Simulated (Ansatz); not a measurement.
Gas-phase electronic energies from Ansatz, PBE0-D4/def2-TZVP geometries. CCSD(T)/CBS adds triple-zeta CCSD(T) − MP2 to the extrapolated MP2 energy (def2 sets, frozen cores). For Ge outer-core shells are correlated without core-valence functions, which leaves a few kJ/mol of doubt a bond. Scalar relativity is left out up to krypton. Each species was taken in one conformer, which may not be the lowest.

`[SiH3][S][GeH3]` + `C=CNC` → `C=CN(C)[SiH3]` + `[SH][GeH3]`  (ligand exchange at the Si–S bond)

`[SiH3][S][GeH3]`:

```xyz
9

Si   -0.464   -1.283    0.911
S     0.650    0.506    1.222
Ge    0.511    1.330   -0.842
H    -1.849   -0.979    0.465
H    -0.496   -1.991    2.214
H     0.180   -2.143   -0.116
H     1.269    2.661   -0.807
H    -0.964    1.546   -1.213
H     1.162    0.353   -1.833
```

`C=CNC`:

Z-matrix (Å, degrees):
```
C
N 1 1.442
H 1 1.092 2 109.3
H 1 1.099 2 113.8 3 -120.7
H 1 1.091 2 109.7 3 117.7
C 2 1.375 1 119.3 3 50.6
H 2 1.009 1 114.4 3 -169.0
C 6 1.334 2 127.0 1 151.7
H 6 1.088 2 113.2 1 -31.2
H 8 1.085 6 122.1 2 -3.4
H 8 1.081 6 120.2 2 175.0
```

`C=CN(C)[SiH3]`:

Z-matrix (Å, degrees):
```
C
N 1 1.445
H 1 1.097 2 111.6
H 1 1.096 2 110.6 3 -120.3
H 1 1.092 2 110.1 3 120.3
C 2 1.380 1 117.3 3 62.5
Si 2 1.732 1 119.7 3 -109.5
C 6 1.336 2 126.9 1 -0.3
H 6 1.087 2 113.7 1 179.0
H 7 1.486 2 108.9 1 -48.9
H 7 1.483 2 107.4 1 -169.4
H 7 1.491 2 112.8 1 70.3
H 8 1.081 6 119.4 2 178.7
H 8 1.082 6 123.1 2 -1.2
```

`[SH][GeH3]`:

Cartesian coordinates in Å:
```
S 0.329 -0.546 -1.599
Ge -0.122 -0.103 0.533
H 0.462 0.743 -1.951
H -1.395 0.749 0.646
H 1.057 0.633 1.189
H -0.330 -1.475 1.183
```

```csv
species,CCSD/def2-TZVPP energy (Eh)
`[SiH3][S][GeH3]`,-2766.00604
`C=CNC`,-172.91602
`C=CN(C)[SiH3]`,-463.18611
`[SH][GeH3]`,-2475.73459
```

Work out ΔE.

ΔE = (-463.18611) + (-2475.73459) − (-2766.00604) − (-172.91602) = 0.00136 Eh = +3.6 kJ/mol. CCSD(T)/CBS gives +7.6 kJ/mol.

What do rigid-rotor, harmonic-oscillator terms from PBE0-D4/def2-TZVP frequencies (298.15 K, 1 bar) make of the CCSD(T)/CBS value? (An estimate is asked.)

The calculation gave: ΔZPE = -6.9 kJ/mol, ΔH = +0.1 kJ/mol, ΔS = -14 J/(mol·K), ΔG = +4.3 kJ/mol. Modes under 50 cm⁻¹ make the entropy rough.

Largest T1 diagnostic among the species: 0.012.

Leaving LDA and LC-ωPBE aside and taking each functional with its dispersion term where it has one, the values, not all of them listed here, spread over 13.5 kJ/mol, from CAM-B3LYP-D4 to PBE-D4. LDA lies −10.9 kJ/mol from PBE without D4. The D4 term adds −3.3 kJ/mol with B3LYP and −1.9 kJ/mol with PBE0; it sums over pairs of atoms, weighted by their polarisabilities, and B3LYP, whose exchange is more repulsive, gets the larger term. At CCSD(T), def2-SVP lies −3.4 kJ/mol from the extrapolated value and def2-TZVPP −3.8 kJ/mol.

B3LYP here is the variant with VWN-RPA as its local correlation; programs differ in this.
